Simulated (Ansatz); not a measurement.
Geometry optimisation, RKS BLYP/def2-SVP in Ansatz.

Input file:

```yaml
crystal:
  periodic: [false, false, false]
  atoms:
    - { symbol: B, position_ang: [-0.169191, 0.503288, -0.524027] }
    - { symbol: H, position_ang: [-0.15807, -0.187737, 1.776487] }
    - { symbol: "N", position_ang: [1.206878, 0.195965, -0.771038] }
    - { symbol: H, position_ang: [1.543755, -0.69953, -1.121115] }
    - { symbol: H, position_ang: [1.948673, 0.823973, -0.461566] }
    - { symbol: "N", position_ang: [-1.219605, -0.417737, -0.85089] }
    - { symbol: H, position_ang: [-1.065569, -1.326403, -1.289442] }
    - { symbol: H, position_ang: [-2.205572, -0.170682, -0.761561] }
    - { symbol: O, position_ang: [-0.469851, 1.760415, 0.029681] }
    - { symbol: Al, position_ang: [-1.676386, 2.953667, 0.26194] }
    - { symbol: H, position_ang: [-3.16173, 2.689255, -0.264703] }
    - { symbol: H, position_ang: [-1.228685, 4.287819, 1.001147] }
    - { symbol: H, position_ang: [-0.130947, 0.528707, 1.845387] }
basis:
  gaussian: { orbitals: def2-SVP }
hamiltonian:
  xc: blyp
relax:
  f_tol: 0.03
  max_steps: 50
```

Run as:

```bash
$ ansatz run input.yaml --threads 4 --pin off --max-ram 5120MiB --backend cpu --events-out ev --progress --plain --runs-dir out
```

Question: Where does it end, and by what steps?

Answer: The run converged. The force dipped under the threshold on the way, but the program's further checks kept it going. After 33 steps the energy has fallen by 0.345 eV; H2 moved furthest, 1.97 Å.

| step | energy less start (eV) | largest force component (eV/Å) | accepted |
| --- | --- | --- | --- |
| 0 | 0.0000 | 1.839 | yes |
| 2 | -0.2031 | 0.211 | yes |
| 4 | -0.2490 | 0.086 | yes |
| 6 | -0.2610 | 0.176 | yes |
| 8 | -0.2643 | 0.091 | yes |
| 10 | -0.2634 | 0.586 | no |
| 12 | -0.2749 | 0.215 | yes |
| 14 | -0.2899 | 0.077 | yes |
| 16 | -0.2972 | 0.086 | yes |
| 18 | -0.3018 | 0.581 | no |
| 20 | -0.3177 | 0.077 | yes |
| 22 | -0.3286 | 0.168 | yes |
| 24 | -0.3350 | 0.247 | yes |
| 26 | -0.3402 | 0.100 | yes |
| 28 | -0.3428 | 0.156 | yes |
| 30 | -0.3440 | 0.022 | yes |
| 32 | -0.3444 | 0.044 | yes |
| 33 | -0.3445 | 0.030 | yes |

```xyz
13
Properties=species:S:1:pos:R:3
B -0.514 0.586 -0.653
H 1.250 -0.894 2.954
N 0.826 0.312 -0.205
H 1.344 -0.533 -0.441
H 1.419 1.064 0.143
N -1.302 -0.406 -1.320
H -0.996 -1.362 -1.500
H -2.271 -0.231 -1.580
O -1.050 1.847 -0.413
Al -1.927 3.289 -0.191
H -3.419 3.384 -0.742
H -1.211 4.496 0.556
H 1.064 -0.612 2.263
```

Whether the end is a true minimum wasn't checked by a vibrational analysis.

The run took 46 s on 4 threads of Arm Neoverse V1, on a shared host, peak memory 0.16 GiB.
